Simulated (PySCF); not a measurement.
Computed IR spectrum (relative IR intensity) of a molecule C₄H₇FSi. Geometry optimised at PBE-D3(BJ)/def2-SVP. One conformer was computed; it need not be the lowest. Method: PySCF 2.14.0 with PBE-D3(BJ)/def2-SVP. Frequencies are harmonic and unscaled.

Lines under 2 % of the strongest are left out, and lines within 2 cm⁻¹ are merged.

ν (cm⁻¹): 271 (vw), 345 (w), 457 (vw), 482 (m), 641 (w), 650 (vw), 730 (vw), 773 (m), 781 (m), 813 (w), 844 (w), 864 (vs), 899 (vs), 1207 (m), 1223 (m), 1376 (w), 2000 (vs), 2171 (s) (against the strongest line: vs over 80 %, s over 45 %, m over 15 %, w over 4 %, vw less)

Question: Which molecule gave these data?
A) F[Si@@H]1C=CCC1
B) C=C(F)/C=C/[SiH3]
C) C=CC(=C)[SiH2]F
D) C=C=C[Si@H](C)F

Answer: D, C=C=C[Si@H](C)F
